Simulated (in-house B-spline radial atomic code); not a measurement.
The numbers below are computed, except where a source is named.
# Making a Troullier-Martins p channel for Rh, r_c = 0.83 bohr

Rh, [Kr] 4d8 5s1, non-relativistic LDA (VWN5), spherical and spin-unpolarised, from a B-spline radial code for spherical atoms (atomic units). The all-electron 4p level is ε = -1.806455 hartree, its outermost node lies just inside 0.49 bohr and its outer maximum at 0.96 bohr.

Inside r_c the pseudo-orbital is u(r) = r^2 exp(p(r)), with p = c0 + c2 r² + c4 r⁴ + … + c12 r¹². The seven coefficients follow from p and its first four derivatives at r_c, from zero curvature of the screened potential at the origin, c4 = −c2²/(2l + 5), and from the norm inside r_c. At r_c the all-electron orbital has P = 1.034217, P' = 0.9778299, the screened potential V = -7.936199, V' = 21.45624, V'' = -72.24962, and the norm inside is Q = 0.2395843.

What are p, p' and p'' at r_c?

p = ln(P/r_c^2) = ln(1.034217/0.6889) = 0.40630. p' = P'/P − 2/r_c = 0.94548 − 2.40964 = -1.46416. The radial equation gives p'' = 2(V − ε) − 2(2) p'/r_c − p'² = -12.25949 − (-7.05619) − 2.14376 = -7.34706. Differentiating, p''' = 2V' + 2(2)p'/r_c² − 2(2)p''/r_c − 2p'p'' = 48.304, and p'''' = 2V'' − 4(2)p'/r_c³ + 4(2)p''/r_c² − 2(2)p'''/r_c − 2p''² − 2p'p''' = -408.63.

For a trial c2 the five matching conditions are linear in c0, c6, c8, c10 and c12, and c2 is varied until the norm inside r_c equals Q. The root nearest zero gives:

```csv
n,c_n
0,1.587389
2,-4.791003
4,-3.279102
6,57.94863
8,-131.66
10,120.6409
12,-40.55671
```

Check c4 and p(r_c), and find the screened pseudopotential at the origin.

−c2²/7 = -3.2791, as listed. The terms c_n r_c^n are 1.58739, -3.30052, -1.55621, 18.94575, -29.65369, 18.71869, -4.33511, which sum to 0.40630. Inverting the radial equation, V_l(r) = ε + 2 p'/r + (p'' + p'²)/2, so V_l(0) = ε + (2l + 3) c2 = -1.806455 + 5 × (-4.791) = -25.7615 hartree, finite where the all-electron potential diverges.

Orbitals and screened potentials:

```json
{"r (bohr)": "0.083", "P": "0.3728", "u": "0.0326", "V all-electron": "-384.9", "V pseudo": "-25.68"}
{"r (bohr)": "0.208", "P": "-0.3777", "u": "0.1717", "V all-electron": "-104.2", "V pseudo": "-23.28"}
{"r (bohr)": "0.332", "P": "-0.5469", "u": "0.3244", "V all-electron": "-47.69", "V pseudo": "-14.91"}
{"r (bohr)": "0.456", "P": "-0.1031", "u": "0.4481", "V all-electron": "-26.79", "V pseudo": "-4.223"}
{"r (bohr)": "0.581", "P": "0.4376", "u": "0.6057", "V all-electron": "-16.8", "V pseudo": "0.3375"}
{"r (bohr)": "0.705", "P": "0.828", "u": "0.8396", "V all-electron": "-11.31", "V pseudo": "-5.404"}
{"r (bohr)": "0.83", "P": "1.034", "u": "1.034", "V all-electron": "-7.936", "V pseudo": "-7.936"}
```

Logarithmic derivatives P'/P at R = 1.13 bohr, for energies E around ε:

```
E − ε (hartree)  all-electron     pseudo
           -0.5     -0.207206  -0.209571
          -0.25     -0.455459  -0.456135
           -0.1     -0.614616  -0.614733
              0     -0.725431  -0.725431
            0.1     -0.840309  -0.840441
           0.25      -1.02085   -1.02176
            0.5      -1.34639    -1.3506
```

With P(R) = 1.015189 and a norm of 0.5812782 inside R, what slope in energy does norm conservation fix?

d(P'/P)/dE = −2 × (norm inside R)/P(R)² = -1.1280 per hartree·bohr at E = ε, for both atoms, since orbital and norm agree at R. Differences over ±0.1 hartree give -1.1285 (all-electron) and -1.1285 (pseudo), which also hold third-order terms. Half a hartree below ε the two curves differ by -0.0024.
